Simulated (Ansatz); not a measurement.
Relaxation of the cluster As2S2 with RKS r2SCAN-D4/def2-SVP.

```sh
$ ansatz run in.yaml --threads 4 --pin off --events-out ev --progress --plain --max-ram 4787MiB
```

```yaml
crystal:
  periodic: [false, false, false]
  atoms:
    - {symbol: As, position_ang: [-0.011220, 0.020010, 1.287610]}
    - {symbol: As, position_ang: [-1.002850, 0.138800, -0.795940]}
    - {symbol: S, position_ang: [0.272160, -1.642080, -0.223940]}
    - {symbol: S, position_ang: [0.741910, 1.483270, -0.267720]}
basis:
  gaussian: {orbitals: def2-SVP}
hamiltonian: {xc: r2scan, dispersion: d4}
scf: {lower_state_search: "off"}
output: {orbitals: {seedname: orbitals}}
relax: {f_tol: 0.02, max_steps: 100}
```

Run time 9 s (4 threads of Arm Neoverse N1 on a shared host).

Positions (Å) and forces (eV/Å) at steps 1, 2, 4 of 4:

```xyz
4
step=1 energy=-143331.7066 eV
As   -0.011    0.020    1.288   -0.102    0.030    0.900
As   -1.003    0.139   -0.796   -0.758    0.115   -0.482
S     0.272   -1.642   -0.224    0.326   -0.794   -0.198
S     0.742    1.483   -0.268    0.534    0.648   -0.220
4
step=2 energy=-143331.7483 eV
As   -0.011    0.020    1.300   -0.033    0.007    0.174
As   -1.012    0.140   -0.803   -0.154    0.025   -0.083
S     0.272   -1.675   -0.226    0.083   -0.100   -0.044
S     0.751    1.515   -0.270    0.104    0.067   -0.047
4
step=4 energy=-143331.7499 eV
As   -0.015    0.021    1.305    0.001   -0.001    0.001
As   -1.018    0.141   -0.804    0.000    0.001   -0.001
S     0.277   -1.676   -0.228    0.000    0.002    0.001
S     0.756    1.514   -0.273   -0.001   -0.002    0.000
```

The structure comes from a short search, and lower isomers may exist.
